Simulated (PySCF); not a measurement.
## Levels of Sb³²⁺ from EOM-EA-GCCSD

Reference: closed-shell Sb³³⁺, [Ar]; one electron is added. Calculated with PySCF 2.14, two-component X2C-1e with screened spin-orbit coupling, an uncontracted even-tempered set (18 s from 2 bohr⁻², ratio 2.6; 14 p from 2.6 bohr⁻², ratio 2.6; 6 d from 2.7 bohr⁻², ratio 2.8; 3 f from 47 bohr⁻², ratio 2.8); frozen [Ne]; the 62 highest virtual spinors dropped; of the others 50 kept and the rest restored at second order. No Breit or QED terms. Binding energies in eV.

```tsv
level	Koopmans	second order	EOM-CCSD
3d3/2	1951.3	1952.6	1952.4
3d5/2	1938.7	1939.9	1939.6
```

For comparison, the ionisation energy of Sb³²⁺ is 1954 ± 4 eV (theoretical estimate listed by NIST; NIST Atomic Spectra Database, ionization energies).

Only part of the computed levels is shown.
